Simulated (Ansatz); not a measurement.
CCl₃HfNO (`O=C=[N][Hf]([Cl])([Cl])[Cl]`). Total charge 0; spin multiplicity 1. Hf takes the def2 core potential. The geometry is a stationary point of PBE0-D4/def2-TZVP. It is one conformer, not always the lowest.

```xyz
7

O    -1.237   -1.679    2.585
C    -0.805   -1.093    1.683
N    -0.356   -0.484    0.745
Hf    0.389    0.529   -0.814
Cl   -0.697    2.578   -0.968
Cl    2.666    0.857   -0.479
Cl    0.039   -0.707   -2.751
```

(1) What is the dipole moment at B3LYP/def2-TZVPP? (Best estimate.)

(2) And with PBE, r2SCAN, ωB97M-V? (Estimate.)

(3) Give the Mulliken charges with B3LYP, r2SCAN, ωB97M-V in def2-TZVPP. (An estimate is asked.)

Results:

(1) The calculation gave: 0.25 D, with components (0.09, 0.13, -0.20) D in this frame, pointing from negative to positive charge.

(2) Computed: PBE 0.15 D, r2SCAN 0.13 D, ωB97M-V 0.24 D.

(3) Computed: 
```
atom  B3LYP  r2SCAN  ωB97M-V
  O1  -0.17   -0.19    -0.20
  C2   0.25    0.30     0.32
  N3  -0.32   -0.37    -0.36
 Hf4   0.90    0.95     0.82
 Cl5  -0.22   -0.23    -0.19
 Cl6  -0.22   -0.23    -0.19
 Cl7  -0.22   -0.23    -0.19
```

B3LYP here is the variant with VWN-RPA as its local correlation; programs differ in this.
